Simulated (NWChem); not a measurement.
Molecule: GeBrCl, singlet; SMILES [Cl][Ge][Br]

Program: NWChem. Pople sets run with spherical d functions. Low-valent species are run as closed-shell singlets; no triplet was tried in these runs. Geometry: optimised at PBE0/def2-SVP. Level BLYP/6-31G*: energy and gradient; each run changes one setting, and changes count from the defaults (medium grid, exact Coulomb integrals, symmetry on).

```
setting          size of the energy change (μHa)  largest change of a gradient component (μHa/bohr)
---------------  -------------------------------  -------------------------------------------------
defaults                                    < 10                                               < 30
Becke weights                               < 10                                                 30
extra-fine grid                             < 10                                               < 30
symmetry off                                < 10                                        other frame
coarse grid                                 < 10                                               < 30
```
